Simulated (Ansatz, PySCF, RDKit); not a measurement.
NH3 (SMILES N) and HI (SMILES I) are pulled apart as rigid monomers along the line of their centres of mass, from the B3LYP-D3(BJ)/def2-TZVP minimum. Starting geometry (charge 0, multiplicity 1):
```xyz
6

N     -0.080    -0.084     0.517
H      0.150    -0.968     0.079
H     -1.003     0.205     0.211
H      0.596     0.614     0.228
I     -0.032    -0.413     3.860
H     -0.057    -0.244     2.146
```

Interaction energies with rigid monomers; basis-set methods are counterpoise corrected unless marked otherwise.

Cores are frozen in the correlated methods. Filled d and f shells under p-block atoms count as core.

Run with Ansatz (an electronic-structure program) with Gaussian orbitals; PySCF for the dispersion terms; RDKit for the force fields. Each number belongs to the level named beside it. In def2 rows elements past Kr take small-core potentials, without spin–orbit coupling.

```tsv
N1···H6 (Å)	UFF (meV)	HF/def2-TZVPPD (meV)	PBE/def2-TZVPPD (meV)	r2SCAN-D4/def2-TZVPPD (meV)	CCSD/def2-SVPD (meV)
1.47	31434.8	-57.6	-444.3	-492.0	-109.2
1.64	8755.9	-110.0	-458.3	-488.7	-180.3
1.88	1549.0	-145.3	-404.8	…	-213.9
2.29	99.3	-142.5	-272.8	-274.1	-189.0
2.95	…	-92.4	-127.3	-126.4	-110.6
```

Q: Complete the blanks.

A: 
- 2.95, UFF (meV): -12.4
- 1.88, r2SCAN-D4/def2-TZVPPD (meV): -417.4
